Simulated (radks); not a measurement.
Spherical jellium clusters: N electrons in a uniform positive sphere of charge N and radius rs N^(1/3), rs = 5.3 bohr. Level of theory: non-relativistic Kohn-Sham, LDA (Slater exchange, Perdew-Wang correlation), spin-polarised, spherical densities (a radial shooting solver with Libxc functionals). Levels are named by radial order and angular momentum (1s, 1p, 1d, 2s, ...), and open shells are averaged over m. Each electron was tried in the lowest free levels, single moves between levels near the top were tried too, and the lowest total energy was kept; such a search can miss a lower state. Energies include the self-energy of the background; IP and EA are vertical (highest electron removed, lowest free level filled), at fixed background; spill-out counts the electrons outside the background radius R, and alpha is the static dipole polarisability from linear response (closed shells only). A dash means not computed or, for alpha, an open shell; in EA it means that no bound solution was reached, which is typical of self-interaction and does not show that the anion is unstable. Real open-shell clusters deform, which this model forbids.

N	open shells	2S	E/N (eV)	E(N+1) + E(N-1) - 2E(N) (eV)	IP (eV)	alpha/R^3
1	1s(up 1, down 0)	1	-1.355	-	-	-
2	none	0	-1.644	0.683	4.232	1.433
3	1p(up 1, down 0)	1	-1.513	-0.460	3.262	-
4	1p(up 2, down 0)	2	-1.563	-0.295	3.606	-
5	1p(up 3, down 0)	3	-1.651	0.245	3.783	-
6	1p(up 3, down 1)	2	-1.669	-0.243	3.441	-
7	1p(up 3, down 2)	1	-1.717	-0.172	3.623	-
8	none	0	-1.774	0.720	3.737	1.303
9	1d(up 1, down 0)	1	-1.739	-0.178	2.965	-
10	1d(up 2, down 0)	2	-1.728	-0.147	3.117	-
11	1d(up 3, down 0)	3	-1.733	-0.123	3.233	-
12	1d(up 4, down 0)	4	-1.747	-0.104	3.326	-
13	1d(up 5, down 0)	5	-1.767	0.251	3.400	-
14	1d(up 5, down 1)	4	-1.767	-0.115	3.120	-
15	1d(up 5, down 2)	3	-1.774	-0.098	3.216	-
16	1d(up 5, down 3)	2	-1.786	-0.084	3.293	-
17	1d(up 5, down 4)	1	-1.801	-0.073	3.358	-
18	none	0	-1.820	0.153	3.412	1.232
19	2s(up 1, down 0)	1	-1.828	0.182	3.240	-
20	none	0	-1.826	0.136	3.052	1.253
21	1f(up 1, down 0)	1	-1.817	-0.078	2.922	-
22	1f(up 2, down 0)	2	-1.814	-0.071	2.985	-
23	1f(up 3, down 0)	3	-1.813	-0.064	3.041	-
24	1f(up 4, down 0)	4	-1.815	-0.058	3.091	-
25	1f(up 5, down 0)	5	-1.820	-0.053	3.135	-
26	1f(up 6, down 0)	6	-1.826	-0.049	3.175	-
27	1f(up 7, down 0)	7	-1.833	0.215	3.211	-
28	1f(up 7, down 1)	6	-1.833	-0.058	2.984	-
29	1f(up 7, down 2)	5	-1.834	-0.053	3.032	-
30	1f(up 7, down 3)	4	-1.837	-	3.076	-

All shells are closed at N = 2, 8, 18, 20 (there: 1s2 1p6 1d10 2s2); the second difference of the energy has clear peaks (12 % above both neighbours; the first and last values, which can be the largest, are not judged, and half-filled shells can peak too) at N = 5, 8, 13, 19, 27.
